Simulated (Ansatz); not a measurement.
`CCC(CC(C)c1ccc(I)cc1)c1ccc(OC(C)(C)C)cc1` with charge -1. Charge -1, multiplicity 2. Geometry PBE-D4/def2-SVP; atoms count from 1.

Cartesian coordinates in Å:
```
C 0.4720 -4.0401 -1.2323
C -0.1483 -2.7700 -1.8128
C -0.5827 -1.7391 -0.7457
C -1.3844 -0.5591 -1.3620
C -2.9232 -0.6802 -1.2651
C -3.4906 -1.9255 -1.9665
C -3.5966 0.5969 -1.7498
C -4.2850 1.4326 -0.8465
C -4.9034 2.6210 -1.2814
C -4.8406 2.9880 -2.6277
I -5.9946 5.2640 -3.4509
C -4.1602 2.1760 -3.5398
C -3.5415 0.9883 -3.1052
C 0.6108 -1.2509 0.0587
C 1.6372 -0.4971 -0.5548
C 2.7361 -0.0296 0.1873
C 2.8304 -0.3030 1.5638
O 3.9335 0.1125 2.2837
C 3.9007 1.4144 2.9376
C 2.7674 1.4780 3.9713
C 5.2661 1.4938 3.6247
C 3.7453 2.5401 1.9053
C 1.8276 -1.0735 2.1848
C 0.7322 -1.5358 1.4301
H -0.2452 -4.5689 -0.5684
H 0.7740 -4.7498 -2.0299
H 1.3708 -3.8081 -0.6245
H 0.5740 -2.2785 -2.5021
H -1.0279 -3.0308 -2.4376
H -1.2540 -2.2664 -0.0294
H -1.1003 0.3837 -0.8526
H -1.0939 -0.4213 -2.4277
H -3.1624 -0.7756 -0.1808
H -3.0909 -2.8673 -1.5346
H -3.2531 -1.9223 -3.0510
H -4.5948 -1.9517 -1.8710
H -4.3333 1.1379 0.2190
H -5.4371 3.2606 -0.5544
H -4.1074 2.4628 -4.6062
H -3.0057 0.3530 -3.8350
H 1.5737 -0.2622 -1.6288
H 3.5393 0.5457 -0.2956
H 2.7883 2.4489 4.5067
H 1.7768 1.3765 3.4861
H 2.8739 0.6657 4.7181
H 5.3797 0.6579 4.3433
H 5.3798 2.4518 4.1699
H 6.0757 1.4130 2.8725
H 2.7756 2.4670 1.3749
H 4.5579 2.4942 1.1528
H 3.7877 3.5296 2.4039
H 1.9231 -1.3137 3.2533
H -0.0523 -2.1335 1.9224
```

In the def2 sets I takes a core potential; there is no spin–orbit coupling. Single mean-field runs in def2-SVP are fitted with def2-universal-jkfit. The highest occupied level of the relaxed charge -1 doublet lies above zero (up to 0.18 eV). By energy differences its removal costs 0.24 eV (each at its own geometry, to the charge 0 singlet, at PBE0-D4/def2-SVP); self-interaction error and the lack of diffuse functions both raise the level.

**Question.** Estimate the Mulliken populations of the heavy atoms from the PBE0/def2-SVP orbitals of Ansatz.

**Answer.** 
```csv
atom,charge (e),spin (α − β)
C1,-0.07,0.00
C2,-0.06,0.00
C3,-0.09,0.00
C4,0.06,0.00
C5,-0.12,0.00
C6,-0.03,0.00
C7,-0.04,-0.04
C8,-0.04,0.04
C9,-0.07,-0.07
C10,-0.01,0.66
I11,-0.63,0.37
C12,-0.07,-0.07
C13,-0.05,0.04
C14,-0.04,0.00
C15,-0.02,0.00
C16,-0.04,0.00
C17,0.16,0.00
O18,-0.39,0.00
C19,-0.13,0.00
C20,-0.02,0.00
C21,0.00,0.00
C22,-0.02,0.00
C23,-0.04,0.00
C24,-0.03,0.00
```
Mulliken values and Mayer orders depend strongly on the basis.

**Question.** Where does the spin sit?

**Answer.** Summed by element: C 0.57, I 0.37, O 0.00, H 0.07, of 1 unpaired in all. Largest on single atoms: C10 0.66, I11 0.37, C9 -0.07.

**Question.** And the Mayer bond orders between bonded heavy atoms (over 0.3)?

**Answer.** C1–C2 1.08 (1.53 Å); C2–C3 1.04 (1.55 Å); C3–C4 1.00 (1.55 Å); C3–C14 1.00 (1.52 Å); C4–C5 1.05 (1.55 Å); C5–C6 1.05 (1.54 Å); C5–C7 1.01 (1.52 Å); C7–C8 1.41 (1.41 Å); C7–C13 1.37 (1.41 Å); C8–C9 1.38 (1.41 Å); C9–C10 1.43 (1.40 Å); C10–C12 1.42 (1.40 Å); C12–C13 1.39 (1.41 Å); C14–C15 1.36 (1.41 Å); C14–C24 1.41 (1.41 Å); C15–C16 1.37 (1.41 Å); C16–C17 1.38 (1.41 Å); C17–O18 1.02 (1.38 Å); C17–C23 1.39 (1.41 Å); O18–C19 0.91 (1.46 Å); C19–C20 1.05 (1.54 Å); C19–C21 1.04 (1.53 Å); C19–C22 1.05 (1.54 Å); C23–C24 1.35 (1.41 Å). Values over 0.3 also appear between atoms too far apart for a bond (C10–I11 0.38 at 2.68 Å); they arise where an orbital or an unpaired electron spreads over both atoms.
